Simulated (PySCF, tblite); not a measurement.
C6H13BO2.
Atom-mapped SMILES: `[CH3:1][C:2]([CH3:3])=[C:4]([CH3:5])[CH2:6][B:7]([OH:8])[OH:9]` (hydrogens: H10, H11, H12 on C1; H13, H14, H15 on C3; H16, H17, H18 on C5; H19, H20 on C6; H21 on O8; H22 on O9)

Jobs on this species (22 atoms, 70 electrons) with PySCF (density fitting) and tblite. Hardware of each: one thread of an Arm Neoverse N1, shared host. Other jobs ran on the host; a repeat could differ by tens of per cent or more.

```json
{"level and settings": "GFN2-xTB", "work": "Hessian by finite differences", "basis functions": "–", "SCF cycles": "–", "wall time": "?"}
{"level and settings": "GFN2-xTB", "work": "L-BFGS relaxation", "basis functions": "–", "SCF cycles": "–", "wall time": "?"}
{"level and settings": "delta-SCF UKS SCAN, pcX-2 on the ionised atom, pcseg-1 elsewhere, spin-free X2C", "work": "ΔSCF core ionisation, 8 holes", "basis functions": "222", "SCF cycles": "157", "wall time": "6.3 min"}
{"level and settings": "B3LYP/pcSseg-1", "work": "shieldings", "basis functions": "218", "SCF cycles": "14", "wall time": "68 s"}
{"level and settings": "PBE0/pcSseg-1, IEF-PCM dimethylsulfoxide", "work": "shieldings, charges and field gradients", "basis functions": "218", "SCF cycles": "13", "wall time": "71 s"}
{"level and settings": "PBE0-D3(BJ)/def2-SVP, grid level 1", "work": "geometry optimisation from a GFN2-xTB start shaken at random", "basis functions": "191", "SCF cycles": "69", "wall time": "5.3 min"}
{"level and settings": "wB97X-D/def2-SVPD", "work": "10 singlets by full TDDFT, 4 Tamm–Dancoff triplets, polarisability, ΔSCF ions", "basis functions": "290", "SCF cycles": "13", "wall time": "5.6 min"}
{"level and settings": "PBE0/pcSseg-1", "work": "shieldings, charges and field gradients", "basis functions": "218", "SCF cycles": "13", "wall time": "71 s"}
```

Fill in the missing figures.

- GFN2-xTB; Hessian by finite differences: 1.4 s
- GFN2-xTB; L-BFGS relaxation: 1.8 s

What do all jobs in the table cost together?

About 21 min; the longest takes about 30 % of that, and about 270 times as long as the shortest.
